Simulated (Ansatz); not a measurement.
Ansatz results at the PBE0-D4/def2-TZVP geometry: LUMO energy (PBE0/def2-TZVPP) 0.72 eV; HOMO energy (B3LYP/def2-TZVPP) -7.64 eV; LUMO energy (PBE/def2-TZVPP) -0.16 eV.

Each molecule was computed in one conformer, which needn't be the lowest.

(1) Which molecule gave them?
A. `OC1(F)COC1`
B. `C/C=C(\O)Cl`
C. `F[C]1=[C](Cl)[GeH2]1`
D. `Cl[CH2][SnH3]`

## Answers

(1) A. The others give `C/C=C(\O)Cl`: 0.61, -6.35, -0.44; `Cl[CH2][SnH3]`: -0.22, -7.48, -1.04; `F[C]1=[C](Cl)[GeH2]1`: -0.82, -7.29, -1.65.

B3LYP here is the variant with VWN-RPA as its local correlation; programs differ in this.
